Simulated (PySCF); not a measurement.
CHClF₂, SMILES FC(F)Cl.

Coordinates come from a PBE0-D3(BJ)/def2-SVP optimisation.

Method: r2SCAN/def2-TZVPD (PySCF).

The molecule is in vacuum.

total energy: -698.57719 hartree
point group: Cs
highest occupied level: -8.48 eV
lowest empty level: -0.67 eV
orbital gap: 7.81 eV
dipole moment: 0.284 e·Å
quadrupole, principal values (traceless, Buckingham form, about the centre of nuclear charge): -2.27, -1.37, 3.64 D·Å
mean static polarisability: 31.7 bohr³ (4.70 Å³)
polarisability, principal values: 28.1, 29.2, 37.8 bohr³
